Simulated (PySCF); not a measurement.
**TeH: script and output**

File input.py (PySCF 2.14):

```python
from pyscf import gto, scf

mol = gto.M(
    atom='Te 0 0 0; H 0 0 1.886',
    basis='ano-rcc-vdzp',
    charge=0,
    spin=1,
    verbose=3,
)
mf = scf.UHF(mol)
mf = mf.sfx2c1e()
mf.kernel()
mf.stability(internal=True, external=True)
mf.dip_moment()
print('orbital energies (hartree):', [e[max(0, n-3):n+3].round(4) for e, n in zip(mf.mo_energy, mol.nelec)])
```

```bash
$ OMP_NUM_THREADS=1 python input.py
```

Output (some set-up lines and the per-cycle HOMO/LUMO lines with their warnings removed):

```
converged SCF energy = -6791.39970299525  <S^2> = 0.76527978  2S+1 = 2.0152219
<class 'pyscf.x2c.sfx2c1e.sfX2C1eUHF'> wavefunction is stable in the internal stability analysis
<class 'pyscf.x2c.sfx2c1e.sfX2C1eUHF'> wavefunction is stable in the real -> complex stability analysis
<class 'pyscf.x2c.sfx2c1e.sfX2C1eUHF'> wavefunction has an UHF/UKS -> GHF/GKS instability
Dipole moment(X, Y, Z, Debye):  0.00000, -0.00000,  0.01859
orbital energies (hartree): [array([-0.4498, -0.3898, -0.3376,  0.0579,  0.2999,  0.3815]), array([-0.738 , -0.4481, -0.3173, -0.0185,  0.0664,  0.2991])]
```

In short: E(SCF) = -6791.399703 Eh, ⟨S²⟩ = 0.765, μz(SCF) = 0.02 D, internal stable; real -> complex stable; UHF/UKS -> GHF/GKS unstable.

It ran on Intel Xeon 6975P-C (1 thread, shared host) in 4.1 s.

The stability test finds a lower solution, so these numbers belong to a saddle point. The bond length is a typed value, not an optimised one. No search for the lowest solution was made.
